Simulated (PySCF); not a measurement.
# Electron correlation in Rb²⁶⁺ (rubidium, charge +26)

[Ne] 3s1, 2S determinant. Computed with PySCF 2.14 in an even-tempered Gaussian basis (18 s from 3.1 bohr⁻², ratio 2.5; 11 p from 4.1 bohr⁻², ratio 2.5; 5 d from 16 bohr⁻², ratio 2.7; 4 f from 23 bohr⁻², ratio 2.7), with scalar relativity by spin-free X2C-1e. Frozen: 1s2; 9 electrons correlated; the 19 highest virtual orbitals of each spin left out.

```
  level  correlation energy (mhartree)
   CCSD                        -323.67
    (T)                          -0.21
CCSD(T)                        -323.88
```

Diagnostics: T1 = 0.00017, D1 = 0.0006, largest double amplitude 0.003.

Cost of the coupled-cluster step: of the order of 40 core-seconds, for 9 correlated electrons.

At this charge the one-electron X2C treatment keeps the bare 1/r₁₂, with no two-electron picture change or Breit term. The effect here is smaller than on the frozen 1s shell; and a scalar Hamiltonian misses the large spin-orbit splitting of the p shells, which matters for ns² → np² pairs.
